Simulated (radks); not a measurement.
Valence configurations of Tm IV (all share [Xe]). Method: Dirac Kohn-Sham, PBE, spin-unpolarised, spherical densities, point nucleus; open shells fill j = l - 1/2 first; computed with a radial shooting solver on a logarithmic mesh with Libxc functionals. Energies are relative to 4f12; eigenvalues in eV.

valence,E (eV),e(4f5/2),e(4f7/2),e(5d3/2),e(6p1/2),e(6s1/2)
4f12,0.000,-36.331,-35.058,-,-,-
4f11.5 6p0.5,9.193,-42.100,-40.792,-,-20.146,-
4f11 5d1,12.372,-43.752,-42.410,-27.263,-,-
4f11 5d0.5 6s0.5,13.610,-45.418,-44.075,-28.398,-,-25.704
4f11 6p1,20.708,-48.165,-46.819,-,-21.358,-
4f10.5 5d0.5 6s0.5 6p0.5,26.801,-51.691,-50.310,-30.960,-21.387,-27.140
4f10 5d1 6s1,34.335,-55.375,-53.959,-31.546,-,-27.261
4f10 6s2,39.094,-59.046,-57.627,-,-,-28.744
4f10 6s1 6p1,45.201,-60.051,-58.631,-,-23.154,-29.274
4f10 6p2,51.332,-61.045,-59.624,-,-23.641,-

NIST lists [Xe] 4f12 as the ground configuration; this level of theory agrees among the configurations tried. The energies are those of spherical spin-averaged densities, not of single terms.
